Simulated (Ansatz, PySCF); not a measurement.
Reaction (SMILES): C1CCC1 [cyclobutane] + 4 [H][H] (H2) → 4 C (CH4)
Structures are relaxed separately at B3LYP-D3(BJ)/def2-TZVP in Ansatz (a first-principles code), one conformer each, not searched for the lowest. Frequencies are from PySCF.
Geometry of the first species:
```xyz
12

C     -0.0021     1.0817     0.1209
C      0.0007    -1.0808     0.1288
C     -1.0806    -0.0019    -0.1307
C      1.0820     0.0010    -0.1189
H      0.0003     1.9568    -0.5289
H     -0.0082     1.4196     1.1583
H      0.0054    -1.9605    -0.5146
H     -0.0045    -1.4112     1.1686
H     -1.9615    -0.0007     0.5111
H     -1.4091    -0.0061    -1.1712
H      1.9558     0.0045     0.5324
H      1.4217    -0.0023    -1.1558
```

Property: energy of full hydrogenation (enthalpy at 298 K, with B3LYP-D3(BJ) rigid-rotor harmonic-oscillator terms), in kcal/mol. Cores are frozen in the correlated levels unless marked. No spin-orbit coupling. Non-relativistic. CBS(X,Y): correlation extrapolated as X^-3; Hartree-Fock from the larger set. [CCSD(T)-MP2]/basis is that difference in the basis named.

RI-MP2/CBS(cc-pVTZ,cc-pVQZ)+[CCSD(T)-MP2]/cc-pVTZ (Ansatz) gives -77.7 kcal/mol.

Q: Another calculation gave -81.8 kcal/mol. Which level was it?
(A) r2SCAN0/def2-TZVPD (Ansatz)
(B) HF/def2-TZVPD (PySCF)
(C) wB97X-V/def2-TZVPD (Ansatz)
(D) B3LYP/def2-TZVPD (Ansatz)

A: A, r2SCAN0/def2-TZVPD (Ansatz). The others give -77.3 (wB97X-V), -84.4 (B3LYP), -91.4 (HF) kcal/mol.
